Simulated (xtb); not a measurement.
C6H16NSi (SMILES C[C](C)N([SiH3])C(C)C), doublet, from a rough starting geometry; GFN2-xTB (xtb 6.7.1).

xtb was given this input:
```
$ xtb mol.xyz --gfn 2 --uhf 1 --opt vtight --json

# file mol.xyz
24

C      2.32498279     0.72863895     0.85921456
C      1.33881492    -0.17940846     0.27999673
C      1.73228487    -1.61354246     0.03919169
N      0.01754015     0.31990571    -0.07029560
Si    -0.10147347     1.97032930    -0.45250390
C     -1.06645816    -0.54447981     0.08729249
C     -1.62011139    -0.98774370    -1.30343956
C     -2.18286433     0.01341656     0.91277666
H      3.05348733     1.10945116     0.05852971
H      2.95801772     0.16061483     1.51254301
H      1.88758486     1.55974214     1.36657701
H      1.12716922    -2.03434946    -0.79909743
H      2.75665313    -1.71024132    -0.29472107
H      1.53948645    -2.19790668     0.90387710
H     -1.31745196     2.10973016    -1.34866976
H     -0.35248169     2.83081829     0.73711099
H      1.03436812     2.48273123    -1.18748398
H     -0.68048064    -1.49242192     0.50753894
H     -0.90342517    -1.40724500    -1.91662690
H     -1.95650038    -0.02157667    -1.82101722
H     -2.45465573    -1.56543064    -1.22877853
H     -2.89271078    -0.75185797     1.17839217
H     -1.73096271     0.29928196     1.89089989
H     -2.63389916     0.84626506     0.47062024
```

Task: What does xtb print? Leave out banner, timings and long lists.

Result: 
```
   ID    Z sym.   atoms
    1    6 C      1-3, 6-8
    2    7 N      4
    3   14 Si     5
    4    1 H      9-24

           -------------------------------------------------
          |                Calculation Setup                |
           -------------------------------------------------

           -------------------------------------------------
          |                 G F N 2 - x T B                 |
           -------------------------------------------------

          ...................................................
          :                      SETUP                      :
          :.................................................:
          :  # basis functions                  54          :
          :  # atomic orbitals                  53          :
          :  # shells                           33          :
          :  # electrons                        49          :
          :  max. iterations                   250          :
          :  Hamiltonian                  GFN2-xTB          :
          :  restarted?                      false          :
          :  GBSA solvation                  false          :
          :  PC potential                    false          :
          :  electronic temp.          300.0000000     K    :
          :  accuracy                    1.0000000          :
          :  -> integral cutoff          0.2500000E+02      :
          :  -> integral neglect         0.1000000E-07      :
          :  -> SCF convergence          0.1000000E-05 Eh   :
          :  -> wf. convergence          0.1000000E-03 e    :
          :  Broyden damping             0.4000000          :
          :  net charge                          0          :
          :  unpaired electrons                  1          :
          ...................................................

 iter      E             dE          RMSdq      gap      omega  full diag
   1    -25.8827816 -0.258828E+02  0.366E+00    3.08       0.0  T
   2    -25.9791170 -0.963354E-01  0.212E+00    1.99       1.0  T
   3    -25.9821053 -0.298830E-02  0.147E+00    2.85       1.0  T
   4    -25.9832294 -0.112407E-02  0.618E-01    2.29       1.0  T
   5    -25.9845955 -0.136611E-02  0.277E-01    2.63       1.0  T
   6    -25.9847615 -0.165975E-03  0.705E-02    2.54       1.0  T
   7    -25.9847718 -0.103366E-04  0.449E-02    2.54       1.0  T
   8    -25.9847763 -0.453127E-05  0.120E-02    2.53       1.7  T
[...]
 * total energy  :   -25.6326713 Eh     change       -0.8803264E-05 Eh
 * total energy  :   -25.6326754 Eh     change       -0.4047134E-05 Eh
 * total energy  :   -25.6326801 Eh     change       -0.4749819E-05 Eh
 * total energy  :   -25.6326826 Eh     change       -0.2457271E-05 Eh
 * total energy  :   -25.6326845 Eh     change       -0.1964662E-05 Eh
 * total energy  :   -25.6326854 Eh     change       -0.8714235E-06 Eh
 * total energy  :   -25.6326857 Eh     change       -0.3204151E-06 Eh
 * total energy  :   -25.6326857 Eh     change        0.5280997E-07 Eh
 * total energy  :   -25.6326859 Eh     change       -0.2196364E-06 Eh
 * total energy  :   -25.6326860 Eh     change       -0.1221981E-06 Eh
 * total energy  :   -25.6326862 Eh     change       -0.1360830E-06 Eh
 * total energy  :   -25.6326863 Eh     change       -0.9877140E-07 Eh
   *** GEOMETRY OPTIMIZATION CONVERGED AFTER 21 ITERATIONS ***
         :: total energy             -25.632686255901 Eh    ::
[...]
     2   6 C    3.494 --     4 N    1.245     1 C    1.048     3 C    1.037
     3   6 C    3.997 --     2 C    1.037    12 H    0.978    13 H    0.974
                            14 H    0.963
     4   7 N    3.444 --     2 C    1.245     5 Si   1.015     6 C    0.997
     5  14 Si   3.753 --     4 N    1.015    17 H    0.888    15 H    0.883
                            16 H    0.880
     6   6 C    3.981 --     8 C    1.004     7 C    1.003     4 N    0.997
                            18 H    0.962
     7   6 C    3.996 --     6 C    1.003    19 H    0.985    21 H    0.985
                            20 H    0.985
     8   6 C    3.996 --     6 C    1.004    23 H    0.988    24 H    0.985
                            22 H    0.983
     9   1 H    0.997 --     1 C    0.960
    10   1 H    0.998 --     1 C    0.973
    11   1 H    0.999 --     1 C    0.980
    12   1 H    0.999 --     3 C    0.978
    13   1 H    0.998 --     3 C    0.974
    14   1 H    0.998 --     3 C    0.963
    15   1 H    0.986 --     5 Si   0.883
    16   1 H    0.988 --     5 Si   0.880
    17   1 H    0.989 --     5 Si   0.888
    18   1 H    0.999 --     6 C    0.962
    19   1 H    0.999 --     7 C    0.985
    20   1 H    0.998 --     7 C    0.985
    21   1 H    0.998 --     7 C    0.985
    22   1 H    0.998 --     8 C    0.983
    23   1 H    0.998 --     8 C    0.988
    24   1 H    0.998 --     8 C    0.985
 ---------------------------------------------------------------------------

Topologies differ in total number of bonds
Writing topology from bond orders to xtbtopo.mol

molecular dipole:
                 x           y           z       tot (Debye)
 q only:       -0.259      -0.025      -0.010
   full:       -0.184      -0.311       0.083       0.942
molecular quadrupole (traceless):
                xx          xy          yy          xz          yz          zz
 q only:        0.411       0.419       0.352       0.046       0.107      -0.763
  q+dip:        1.780       0.396      -1.391       0.015       0.952      -0.389
   full:        1.775       0.683      -0.764       0.135       0.305      -1.011

optimized geometry written to: xtbopt.xyz

           -------------------------------------------------
          | TOTAL ENERGY              -25.632686255901 Eh   |
          | GRADIENT NORM               0.000087185383 Eh/α |
          | HOMO-LUMO GAP               2.187736776103 eV   |
           -------------------------------------------------
```
